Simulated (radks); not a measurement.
Values are calculated unless marked as measured or tabulated.
Problem. The mean radii <r> (bohr) of the occupied orbitals of an atom or ion are listed with their occupations. Code: a radial shooting solver on a logarithmic mesh with Libxc functionals. Model: scalar-relativistic Kohn-Sham, LDA (Slater exchange, Perdew-Wang correlation), spin-polarised, spherical densities, point nucleus.

| orbital | occ. | <r> |
|---|---|---|
| 1s up | 1 | 0.01659 |
| 1s down | 1 | 0.01659 |
| 2s up | 1 | 0.06967 |
| 2s down | 1 | 0.06962 |
| 2p up | 3 | 0.06298 |
| 2p down | 3 | 0.06292 |
| 3s up | 1 | 0.1739 |
| 3s down | 1 | 0.1742 |
| 3p up | 3 | 0.1734 |
| 3p down | 3 | 0.1737 |
| 3d up | 5 | 0.1550 |
| 3d down | 1 | 0.1553 |

Name the element and its charge. Open shells, if any, are filled with parallel spins first.

Solution. Z = 80, mercury, charge +56: Hg56+ in [Ar] 3d6. The 1s radius gives Z: for a bare nucleus <r> = (2 gamma + 1)/(2Z) with gamma = sqrt(1 - (Z/c)^2), 0.0164 bohr for Z = 80, and screening makes it slightly larger (0.01659 here). The occupations add up to 24, and the charge is Z minus that.
